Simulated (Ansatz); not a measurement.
Geometry optimisation, RKS PBE0-D4/def2-SVP in Ansatz.

Input:

```yaml
crystal:
  periodic: [false, false, false]
  atoms:
    - { symbol: Zn, position_ang: [-0.4484, -0.6793, -1.1313] }
    - { symbol: C, position_ang: [0.9841, 0.6515, 0.0862] }
    - { symbol: Cl, position_ang: [-1.4369, -1.6668, -2.7425] }
    - { symbol: H, position_ang: [-0.1479, 0.1544, 0.7455] }
    - { symbol: O, position_ang: [-1.2566, -0.4545, 0.8974] }
    - { symbol: H, position_ang: [1.6785, 0.6563, -0.7602] }
    - { symbol: H, position_ang: [1.5811, 0.2971, 0.9218] }
    - { symbol: H, position_ang: [0.6979, 1.6875, 0.2357] }
    - { symbol: H, position_ang: [-1.6517, -0.6463, 1.7473] }
basis:
  gaussian: { orbitals: def2-SVP }
hamiltonian:
  xc: pbe0
  dispersion: d4
relax:
  f_tol: 0.15
  max_steps: 25
  restrain:
    - { distance: [0, 4], at: 3.18, k: 30.0 }
    - { distance: [3, 1], at: 2.37, k: 30.0 }
    - { distance: [0, 1], at: 1.98, k: 30.0 }
    - { distance: [3, 4], at: 0.97, k: 30.0 }
```

Launched with:

```bash
$ ansatz run input.yaml --threads 2 --pin off --max-ram 3072MiB --backend cpu --events-out ev --progress --plain --runs-dir out
```

Task: Where does it end, and by what steps?

Result: It converged. The restraints hold the end off the free minimum. After 10 steps the energy has fallen by 1.347 eV (the restraints' own energy left out); H4 moved furthest, 0.81 Å. Parted: Zn1–O5. Joined: H4–O5.

```json
{"step": "0", "energy less start (eV)": "0.0000", "largest force component (eV/Å)": "2.138", "accepted": "yes"}
{"step": "1", "energy less start (eV)": "0.0146", "largest force component (eV/Å)": "6.108", "accepted": "yes"}
{"step": "2", "energy less start (eV)": "-0.0730", "largest force component (eV/Å)": "5.651", "accepted": "yes"}
{"step": "3", "energy less start (eV)": "-0.4153", "largest force component (eV/Å)": "3.655", "accepted": "yes"}
{"step": "4", "energy less start (eV)": "-1.0392", "largest force component (eV/Å)": "1.518", "accepted": "yes"}
{"step": "5", "energy less start (eV)": "-1.2823", "largest force component (eV/Å)": "0.594", "accepted": "yes"}
{"step": "6", "energy less start (eV)": "-1.3053", "largest force component (eV/Å)": "0.403", "accepted": "yes"}
{"step": "7", "energy less start (eV)": "-1.3207", "largest force component (eV/Å)": "1.131", "accepted": "yes"}
{"step": "8", "energy less start (eV)": "-1.3400", "largest force component (eV/Å)": "0.500", "accepted": "yes"}
{"step": "9", "energy less start (eV)": "-1.3437", "largest force component (eV/Å)": "0.472", "accepted": "yes"}
{"step": "10", "energy less start (eV)": "-1.3475", "largest force component (eV/Å)": "0.488", "accepted": "yes"}
```

```xyz
9
Properties=species:S:1:pos:R:3
Zn -0.089 -0.490 -1.469
C 1.063 0.551 -0.261
Cl -1.212 -1.655 -2.833
H -0.646 0.284 1.366
O -1.528 -0.109 1.330
H 1.991 0.871 -0.759
H 1.351 -0.054 0.614
H 0.544 1.461 0.081
H -1.474 -0.860 1.931
```

Whether the end is a true minimum wasn't checked by a vibrational analysis.

Time of the run: 31 s on 2 threads of Intel(R) Xeon(R) CPU @ 2.80GHz (Skylake/Cascade Lake), with other jobs on the host, peak memory 0.25 GiB.
